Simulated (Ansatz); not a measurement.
One change: `O=C([SiH3])S` becomes `C#CC(=O)[SiH3]`.

Ansatz, PBE0-D4/def2-TZVP geometries, multiplicity 1. Each molecule was computed in one conformer, which needn't be the lowest.

```tsv
property	`O=C([SiH3])S`
size of the dipole moment (B3LYP/def2-TZVPP) / D	1.47
HOMO–LUMO gap (PBE/def2-TZVPP) / eV	3.50
size of the dipole moment (PBE/def2-TZVPP) / D	1.27
HOMO energy (B3LYP/def2-TZVPP) / eV	-7.15
LUMO energy (B3LYP/def2-TZVPP) / eV	-1.73
HOMO–LUMO gap (ωB97M-V/def2-TZVPP) / eV	10.25
```

Give the same properties after the change, and the shifts. (An estimate is asked.)

Computed: 
| property | `C#CC(=O)[SiH3]` | shift |
| --- | --- | --- |
| size of the dipole moment (B3LYP/def2-TZVPP) / D | 2.82 | 1.35 |
| HOMO–LUMO gap (PBE/def2-TZVPP) / eV | 2.62 | -0.88 |
| size of the dipole moment (PBE/def2-TZVPP) / D | 2.66 | 1.39 |
| HOMO energy (B3LYP/def2-TZVPP) / eV | -7.26 | -0.11 |
| LUMO energy (B3LYP/def2-TZVPP) / eV | -2.53 | -0.80 |
| HOMO–LUMO gap (ωB97M-V/def2-TZVPP) / eV | 9.75 | -0.50 |

With PBE0 the HOMO falls by 0.12 eV and the LUMO falls by 0.81 eV, so the gap narrows by about 0.69 eV. PBE moves the HOMO by 0.06 eV and ωB97M-V by -0.28 eV. The zero-point energy changes by 24.4 kJ/mol with +3 modes. Dipoles are sizes alone; their direction can turn.

B3LYP here is the variant with VWN-RPA as its local correlation; programs differ in this.
